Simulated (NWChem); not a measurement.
System: AlH2S2F; SMILES [F][Al]([SH])[SH]

Here is an NWChem input.

```
start job
memory heap 200 mb stack 900 mb global 1100 mb
geometry units angstroms noautosym nocenter noautoz
  Al    -0.368432    -0.000152     0.001814
  F     -2.027045     0.103241     0.003092
  S      0.789403     1.837667     0.007213
  H     -0.321987     2.608519     0.010668
  S      0.543148    -1.967595    -0.005214
  H      1.795749    -1.456980    -0.003939
end
basis spherical
  Al library def2-svp
  F library def2-svp
  S library def2-svp
  H library def2-svp
end
dft
  xc b3lyp
  iterations 150
  mulliken
end
task dft energy
esp
  recalculate
  probe 0.07
  range 0.3
  factor 1.0
  spacing 0.02
end
task esp
```

Output (shortened):

```
             Northwest Computational Chemistry Package (NWChem) 7.3.0
             --------------------------------------------------------

                             Geometry "geometry" -> ""
                             -------------------------

 Output coordinates in angstroms (scale by  1.889725989 to convert to a.u.)

  No.       Tag          Charge          X              Y              Z
 ---- ---------------- ---------- -------------- -------------- --------------
    1 Al                  13.0000    -0.36843200    -0.00015200     0.00181400
    2 F                    9.0000    -2.02704500     0.10324100     0.00309200
    3 S                   16.0000     0.78940300     1.83766700     0.00721300
    4 H                    1.0000    -0.32198700     2.60851900     0.01066800
    5 S                   16.0000     0.54314800    -1.96759500    -0.00521400
    6 H                    1.0000     1.79574900    -1.45698000    -0.00393900

 Effective nuclear repulsion energy (a.u.)     245.2499790218

                                 NWChem DFT Module
                                 -----------------

 Summary of "ao basis" -> "ao basis" (spherical)
 ------------------------------------------------------------------------------
       Tag                 Description            Shells   Functions and Types
 ---------------- ------------------------------  ------  ---------------------
 Al                         def2-svp                 8       18   4s3p1d
 F                          def2-svp                 6       14   3s2p1d
 S                          def2-svp                 8       18   4s3p1d
 H                          def2-svp                 3        5   2s1p

            General Information
            -------------------
          SCF calculation type: DFT
          Wavefunction type:  closed shell.
          No. of atoms     :     6
          No. of electrons :    56
           Alpha electrons :    28
            Beta electrons :    28
          Charge           :     0
          Spin multiplicity:     1
          Use of symmetry is: off; symmetry adaption is: off
          Maximum number of iterations: 150
          AO basis - number of functions:    78
                     number of shells:    36
          Convergence on energy requested:  1.00D-06
          Convergence on density requested:  1.00D-05
          Convergence on gradient requested:  5.00D-04

              XC Information
              --------------
                         B3LYP Method XC Potential
                     Hartree-Fock (Exact) Exchange  0.200
                        Slater Exchange Functional  0.800 local
                    Becke 1988 Exchange Functional  0.720 non-local
              Lee-Yang-Parr Correlation Functional  0.810
                  VWN I RPA Correlation Functional  0.190 local

             Grid Information
             ----------------
          Grid used for XC integration:  medium
          Radial quadrature: Mura-Knowles
          Angular quadrature: Lebedev.
          Tag              B.-S. Rad. Rad. Pts. Rad. Cut. Ang. Pts.
          ---              ---------- --------- --------- ---------
          Al                  1.25       88           8.0       590
          F                   0.50       49          11.0       434
          S                   1.00       88          12.0       590
          H                   0.35       45          12.0       434
          Grid pruning is: on
          Number of quadrature shells:   403
          Spatial weights used:  Erf1

      Superposition of Atomic Density Guess
      -------------------------------------

 Sum of atomic energies:       -1136.77712350

      Non-variational initial energy
      ------------------------------

 Total energy =   -1137.464518
 1-e energy   =   -2064.086007
 2-e energy   =     681.371511
 HOMO         =      -0.326150
 LUMO         =      -0.005796

     ---------------------------------------------
      Total Density - Mulliken Population Analysis
     ---------------------------------------------

    Atom       Charge   Shell Charges
 -----------   ------   -------------------------------------------------------
    1 Al  13    11.73   2.00  1.99  0.72  0.09  5.93  0.51  0.29  0.19
    2 F    9     9.68   1.99  1.15  0.79  3.57  2.18  0.00
    3 S   16    16.51   2.00  1.99  1.20  0.64  5.94  1.82  2.90  0.02
    4 H    1     0.78   0.57  0.18  0.03
    5 S   16    16.52   2.00  1.99  1.20  0.64  5.94  1.82  2.90  0.02
    6 H    1     0.78   0.57  0.18  0.03

   convergence    iter        energy       DeltaE   RMS-Dens  Diis-err
 ---------------- ----- ----------------- --------- --------- ---------
 d= 0,ls=0.0,diis     1  -1139.5852600492 -1.38D+03  1.80D-02  7.20D-01
 d= 0,ls=0.0,diis     2  -1139.5218495963  6.34D-02  9.99D-03  1.65D+00
 d= 0,ls=0.0,diis     3  -1139.6686931632 -1.47D-01  1.87D-03  3.16D-02
 d= 0,ls=0.0,diis     4  -1139.6709888822 -2.30D-03  9.19D-04  4.58D-03
 d= 0,ls=0.0,diis     5  -1139.6717115293 -7.23D-04  1.93D-04  1.85D-04
  Resetting Diis
 d= 0,ls=0.0,diis     6  -1139.6717420197 -3.05D-05  2.52D-05  4.71D-06
 d= 0,ls=0.0,diis     7  -1139.6717427860 -7.66D-07  1.14D-05  2.26D-07
 d= 0,ls=0.0,diis     8  -1139.6717427880 -2.00D-09  5.46D-06  2.30D-07

         Total DFT energy =    -1139.671742788036
      One electron energy =    -2066.772133455228
           Coulomb energy =      763.246269360966
    Exchange-Corr. energy =      -81.395857715534
 Nuclear repulsion energy =      245.249979021759

 Numeric. integr. density =       56.000002541464

                       DFT Final Molecular Orbital Analysis
                       ------------------------------------

 Vector   26  Occ=2.000000D+00  E=-3.188870D-01
              MO Center=  5.4D-01, -7.6D-02,  1.0D-03, r^2= 5.1D+00
   Bfn.  Coefficient  Atom+Function         Bfn.  Coefficient  Atom+Function
  ----- ------------  ---------------      ----- ------------  ---------------
    67      0.368811  5 S  py                64      0.301005  5 S  py
    44      0.283383  3 S  py                43      0.272647  3 S  px
    41      0.230755  3 S  py                40      0.200082  3 S  px
     9     -0.196798  1 Al py                61      0.171355  5 S  py
    23     -0.136441  2 F  py                38      0.131165  3 S  py

 Vector   27  Occ=2.000000D+00  E=-2.922472D-01
              MO Center=  5.2D-01,  3.0D-02,  1.4D-03, r^2= 4.7D+00
   Bfn.  Coefficient  Atom+Function         Bfn.  Coefficient  Atom+Function
  ----- ------------  ---------------      ----- ------------  ---------------
    45      0.418670  3 S  pz                68      0.397407  5 S  pz
    42      0.302598  3 S  pz                65      0.289246  5 S  pz
    39      0.173146  3 S  pz                62      0.165287  5 S  pz
    13      0.150596  1 Al pz                10      0.121695  1 Al pz
    24      0.098072  2 F  pz                27     -0.078241  2 F  pz

 Vector   28  Occ=2.000000D+00  E=-2.735546D-01
              MO Center=  6.3D-01, -1.3D-01,  8.1D-04, r^2= 4.9D+00
   Bfn.  Coefficient  Atom+Function         Bfn.  Coefficient  Atom+Function
  ----- ------------  ---------------      ----- ------------  ---------------
    68     -0.475777  5 S  pz                45      0.458848  3 S  pz
    65     -0.326528  5 S  pz                42      0.313168  3 S  pz
    62     -0.187269  5 S  pz                39      0.179790  3 S  pz
    15      0.068843  1 Al d -1

 Vector   29  Occ=0.000000D+00  E=-3.190589D-02
              MO Center= -2.0D-01,  5.4D-02,  2.1D-03, r^2= 5.1D+00
   Bfn.  Coefficient  Atom+Function         Bfn.  Coefficient  Atom+Function
  ----- ------------  ---------------      ----- ------------  ---------------
     4      1.219679  1 Al s                 36     -0.429469  3 S  s
    59     -0.399540  5 S  s                 67     -0.383060  5 S  py
    44      0.279095  3 S  py                43      0.270360  3 S  px
    21     -0.222899  2 F  s                  2      0.220733  1 Al s
    35     -0.214440  3 S  s                 58     -0.212307  5 S  s

[...]

                     NWChem Electrostatic Potential Fit Module
                     -----------------------------------------

 Atom parameters

 Number of atoms is                                    6
 Number of basis functions is                         78

 Grid parameters

 Maximum number of grid points is                  32349
 Number of grid points is                          32348
 Grid range                                     0.300000 nm
 Grid spacing                                   0.020000 nm
 Probe radius                                   0.070000 nm
 Atom radius factor                             1.000000

 Atomic radii

    1    0.100000
    9    0.128000
   13    0.195000
   16    0.174000
 FASTESP  F
  using M.O. file = ./job.movecs

    Atom              Coordinates                           Charge

                                                  ESP

    1 Al   -0.036843   -0.000015    0.000181    0.755721
    2 F    -0.202705    0.010324    0.000309   -0.364907
    3 S     0.078940    0.183767    0.000721   -0.414129
    4 H    -0.032199    0.260852    0.001067    0.198159
    5 S     0.054315   -0.196760   -0.000521   -0.356924
    6 H     0.179575   -0.145698   -0.000394    0.182080
                                            ------------
                                                0.000000

 Dipole moment                                  0.483704

 Quadrupole moment Qxx                         -4.014163
                   Qyy                         -3.868263
                   Qzz                          7.882427

 RMS deviation kJ/mol                           0.092800

 RRMS %                                        35.485454
```

Level: B3LYP/def2-SVP. Geometry: optimised at PBE0/def2-SVP. B3LYP is NWChem's, with the RPA form of VWN correlation.
